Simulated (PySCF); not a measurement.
PySCF job for C5H5Cl, SMILES C1C=C(C=C1)Cl, TDDFT-M06-2X/def2-SVPD. Coordinates come from a PBE0-D3(BJ)/def2-SVP optimisation. One conformer was computed; it need not be the lowest.

```python
import numpy as np
from pyscf import gto, scf, dft, tdscf

mol = gto.M(
    atom='''
    Cl   -0.00105140   -2.01927796    0.00000000
    C    -0.04232825   -0.30021516   -0.00000000
    C    -1.14198691    0.48182320   -0.00000000
    C    -0.68643936    1.90512006   -0.00000000
    C     0.80723944    1.81200113   -0.00000000
    C     1.17328353    0.51471847    0.00000000
    H    -2.17813683    0.14747139   -0.00000000
    H    -1.06004286    2.45986209    0.88130603
    H    -1.06004286    2.45986209   -0.88130602
    H     1.47406017    2.67486026   -0.00000000
    H     2.18342545    0.10498324    0.00000000
    ''',
    basis='def2-SVPD',
    charge=0,
    spin=0,
    symmetry=True,
    max_memory=1600,
    verbose=4,
)
mf = dft.RKS(mol, xc='m06-2x').density_fit(auxbasis='def2-universal-jkfit')
mf.grids.level = 4
mf.conv_tol = 1e-9
mf.max_cycle = 100
mf.kernel()
mf.grids = dft.Grids(mol).set(level=2).build(with_non0tab=True)  # coarser grid for the response kernel
td = tdscf.TDDFT(mf)
td.singlet = True
td.nstates = 10
td.conv_tol = 1e-4
td.positive_eig_threshold = 1e-6
td.kernel(x0=td.get_init_guess(mf, 15))
td.analyze()
tt = tdscf.TDA(mf)
tt.singlet = False
tt.nstates = 4
tt.conv_tol = 1e-4
tt.positive_eig_threshold = 1e-6
tt.kernel(x0=tt.get_init_guess(mf, 9))
tt.analyze(verbose=3)
```

Program output:

```
PySCF version 2.14.0

[INPUT] verbose = 4
[INPUT] num. atoms = 11
[INPUT] num. electrons = 52
[INPUT] charge = 0
[INPUT] spin (= nelec alpha-beta = 2S) = 0
[INPUT] symmetry True subgroup None
[INPUT] Mole.unit = angstrom
[INPUT] Symbol           X                Y                Z      unit          X                Y                Z       unit  Magmom
[INPUT]  1 Cl    -0.001051400000  -2.019277960000   0.000000000000 AA   -0.001986858047  -3.815882313770   0.000000000000 Bohr   0.0
[INPUT]  2 C     -0.042328250000  -0.300215160000   0.000000000000 AA   -0.079988799832  -0.567324430842   0.000000000000 Bohr   0.0
[INPUT]  3 C     -1.141986910000   0.481823200000   0.000000000000 AA   -2.158042497738   0.910513888462   0.000000000000 Bohr   0.0
[INPUT]  4 C     -0.686439360000   1.905120060000   0.000000000000 AA   -1.297182391522   3.600155147815   0.000000000000 Bohr   0.0
[INPUT]  5 C      0.807239440000   1.812001130000   0.000000000000 AA    1.525461458547   3.424185873102   0.000000000000 Bohr   0.0
[INPUT]  6 C      1.173283530000   0.514718470000   0.000000000000 AA    2.217184538163   0.972676939555   0.000000000000 Bohr   0.0
[INPUT]  7 H     -2.178136830000   0.147471390000   0.000000000000 AA   -4.116082070528   0.278680538309   0.000000000000 Bohr   0.0
[INPUT]  8 H     -1.060042860000   2.459862090000   0.881306030000 AA   -2.003190685701   4.648465654300   1.665427028628 Bohr   0.0
[INPUT]  9 H     -1.060042860000   2.459862090000  -0.881306020000 AA   -2.003190685701   4.648465654300  -1.665427009730 Bohr   0.0
[INPUT] 10 H      1.474060170000   2.674860260000   0.000000000000 AA    2.785570012430   5.054753312883   0.000000000000 Bohr   0.0
[INPUT] 11 H      2.183425450000   0.104983240000   0.000000000000 AA    4.126076113905   0.198389571269   0.000000000000 Bohr   0.0

nuclear repulsion = 257.550626028033
point group symmetry = Cs
symmetry origin: [-1.09022658e-09 -1.81704417e-09  3.63408867e-10]
symmetry axis x: [ 1.00000000e+00 -1.53979836e-09 -3.01057816e-10]
symmetry axis y: [-1.53979836e-09 -1.00000000e+00 -1.86277545e-10]
symmetry axis z: [ 3.01057815e-10 -1.86277592e-10  1.00000000e+00]
num. orbitals of irrep A' = 115
num. orbitals of irrep A" = 52
number of shells = 71
number of NR pGTOs = 245
number of NR cGTOs = 167
basis = def2-SVPD
ecp = {}


[settings echo left out]
init E= -654.460912064437
HOMO (A") = -0.249045209338672  LUMO (A") = -0.0712214976842485  gap/eV = 4.83883
cycle= 1 E= -653.299491938865  delta_E= 1.16  |g|= 0.299  |ddm|=  6.1
HOMO (A") = -0.274656031570273  LUMO (A") = 7.25892509301218e-05  gap/eV = 7.47575
cycle= 2 E= -653.311252556894  delta_E= -0.0118  |g|= 0.264  |ddm|= 1.38
HOMO (A") = -0.283329015204994  LUMO (A") = -0.00252580854878959  gap/eV = 7.64104
cycle= 3 E= -653.326434990967  delta_E= -0.0152  |g|= 0.0691  |ddm|= 0.779
HOMO (A") = -0.286913232579566  LUMO (A") = -0.00437496444495622  gap/eV = 7.68826
cycle= 4 E= -653.327523407243  delta_E= -0.00109  |g|= 0.0311  |ddm|= 0.235
HOMO (A") = -0.285102780092055  LUMO (A") = -0.00239095838041337  gap/eV = 7.69298
cycle= 5 E= -653.327779553481  delta_E= -0.000256  |g|= 0.00565  |ddm|= 0.0811
HOMO (A") = -0.284762304804816  LUMO (A") = -0.00225078655793531  gap/eV = 7.68753
cycle= 6 E= -653.327787451336  delta_E= -7.9e-06  |g|= 0.00156  |ddm|= 0.0168
HOMO (A") = -0.284894591856639  LUMO (A") = -0.00235400894960192  gap/eV = 7.68832
cycle= 7 E= -653.327788135228  delta_E= -6.84e-07  |g|= 0.00065  |ddm|= 0.00369
HOMO (A") = -0.28487889714143  LUMO (A") = -0.00230977463138071  gap/eV = 7.68910
cycle= 8 E= -653.327788255147  delta_E= -1.2e-07  |g|= 0.000156  |ddm|= 0.00157
HOMO (A") = -0.284866758449752  LUMO (A") = -0.00229681039573482  gap/eV = 7.68912
cycle= 9 E= -653.327788266804  delta_E= -1.17e-08  |g|= 6.04e-05  |ddm|= 0.000549
HOMO (A") = -0.284877783002174  LUMO (A") = -0.00230371846739397  gap/eV = 7.68923
cycle= 10 E= -653.327788267968  delta_E= -1.16e-09  |g|= 2.3e-05  |ddm|= 0.000245
HOMO (A") = -0.284874913769186  LUMO (A") = -0.00230086811463837  gap/eV = 7.68923
cycle= 11 E= -653.327788268144  delta_E= -1.75e-10  |g|= 5.95e-06  |ddm|= 5.91e-05
HOMO (A") = -0.284875785311332  LUMO (A") = -0.00230135347722138  gap/eV = 7.68924
Extra cycle  E= -653.327788268146  delta_E= -2.5e-12  |g|= 5.5e-06  |ddm|= 2.79e-05
converged SCF energy = -653.327788268146
tot grids = 94648
Overwritten attributes  positive_eig_threshold  of <class 'pyscf.tdscf.rks.TDDFT'>


******** <class 'pyscf.tdscf.rks.TDDFT'> for <class 'pyscf.df.df_jk.DFSymAdaptedRKS'> ********
nstates = 10 singlet
deg_eia_thresh = 1.000e-03
wfnsym = None
conv_tol = 0.0001
eigh lindep = 1e-12
eigh level_shift = 0
eigh max_cycle = 100


Excitation energies (eV)
[5.19159997 6.2806991  6.61981039 6.70051268 6.96362023 7.14279129
 7.31406229 7.46300478 7.83722913 7.879094  ]

** Singlet excitation energies and oscillator strengths **
Excited State   1:   A'      5.19160 eV    238.82 nm  f=0.0643
      26 -> 27       -0.70539
Excited State   2:   A"      6.28070 eV    197.41 nm  f=0.0009
      26 -> 28       -0.65875
      26 -> 31       -0.11422
      26 -> 36        0.11968
      26 -> 39        0.13385
Excited State   3:   A"      6.61981 eV    187.29 nm  f=0.0015
      26 -> 28        0.13255
      26 -> 29       -0.60670
      26 -> 31       -0.13341
      26 -> 34       -0.18683
      26 -> 36        0.14545
      26 -> 39        0.10169
Excited State   4:   A'      6.70051 eV    185.04 nm  f=0.0573
      25 -> 27       -0.60152
      26 -> 32       -0.30926
      26 -> 35        0.18301
Excited State   5:  ???      6.96362 eV    178.05 nm  f=0.0031
      20 -> 27       -0.12815
      24 -> 27        0.67394
Excited State   6:   A"      7.14279 eV    173.58 nm  f=0.0216
      25 -> 28       -0.16756
      26 -> 29       -0.11960
      26 -> 30        0.58940
      26 -> 31        0.27962
Excited State   7:   A"      7.31406 eV    169.51 nm  f=0.0038
      26 -> 28        0.10547
      26 -> 29        0.20700
      26 -> 30        0.34566
      26 -> 31       -0.53387
      26 -> 36        0.12931
Excited State   8:  ???      7.46300 eV    166.13 nm  f=0.3816
      23 -> 27        0.10333
      25 -> 27        0.32411
      26 -> 32       -0.60239
Excited State   9:  ???      7.83723 eV    158.20 nm  f=0.0000
      22 -> 27       -0.13820
      25 -> 28       -0.19756
      25 -> 29       -0.10875
      25 -> 30        0.10766
      26 -> 33        0.45843
      26 -> 34       -0.40911
Excited State  10:  ???      7.87909 eV    157.36 nm  f=0.0006
      21 -> 27        0.13871
      22 -> 27       -0.41855
      26 -> 33       -0.43421
      26 -> 34       -0.25072

** Transition electric dipole moments (AU) **
state          X           Y           Z        Dip. S.      Osc.
  1         0.6715      0.2332     -0.0000      0.5053      0.0643
  2         0.0000     -0.0000     -0.0781      0.0061      0.0009
  3         0.0000     -0.0000      0.0976      0.0095      0.0015
  4        -0.0205      0.5903     -0.0000      0.3489      0.0573
  5         0.0000     -0.0000     -0.1355      0.0184      0.0031
  6         0.0000      0.0000     -0.3515      0.1235      0.0216
  7         0.0000      0.0000     -0.1451      0.0210      0.0038
  8         0.5751     -1.3254     -0.0000      2.0873      0.3816
  9         0.0000     -0.0000     -0.0085      0.0001      0.0000
 10         0.0000     -0.0000      0.0538      0.0029      0.0006

** Transition velocity dipole moments (imaginary part, AU) **
state          X           Y           Z        Dip. S.      Osc.
  1         0.1312      0.0452      0.0000      0.0193      0.0673
  2         0.0000      0.0000     -0.0171      0.0003      0.0008
  3         0.0000      0.0000      0.0284      0.0008      0.0022
  4        -0.0037      0.1475     -0.0000      0.0218      0.0590
  5         0.0000     -0.0000     -0.0367      0.0013      0.0035
  6         0.0000      0.0000     -0.1269      0.0161      0.0409
  7         0.0000      0.0000     -0.0438      0.0019      0.0048
  8         0.1630     -0.3791      0.0000      0.1703      0.4138
  9         0.0000      0.0000     -0.0109      0.0001      0.0003
 10         0.0000      0.0000      0.0157      0.0002      0.0006

** Transition magnetic dipole moments (imaginary part, AU) **
state          X           Y           Z
  1        -0.0000     -0.0000     -0.4858
  2         0.2168     -0.5135      0.0000
  3        -0.0900      0.5727      0.0000
  4         0.0000     -0.0000     -0.5145
  5         0.6067      0.4144      0.0000
  6         0.4335     -0.1667      0.0000
  7        -0.3876      0.0728      0.0000
  8        -0.0000      0.0000      0.5959
  9        -0.0906     -0.0594      0.0000
 10        -0.1405     -0.6949      0.0000
Overwritten attributes  positive_eig_threshold  of <class 'pyscf.tdscf.rks.TDA'>


******** <class 'pyscf.tdscf.rks.TDA'> for <class 'pyscf.df.df_jk.DFSymAdaptedRKS'> ********
nstates = 4 triplet
deg_eia_thresh = 1.000e-03
wfnsym = None
conv_tol = 0.0001
eigh lindep = 1e-12
eigh level_shift = 0
eigh max_cycle = 100


Excitation energies (eV)
[3.43572198 5.09815562 6.16288056 6.51660266]

** Triplet excitation energies and oscillator strengths **
Excited State   1:   A'      3.43572 eV    360.87 nm  f=0.0000
Excited State   2:   A'      5.09816 eV    243.19 nm  f=0.0000
Excited State   3:   A"      6.16288 eV    201.18 nm  f=0.0000
Excited State   4:   A"      6.51660 eV    190.26 nm  f=0.0000
```

The run converged.

Cost: very roughly 16 core-minutes.
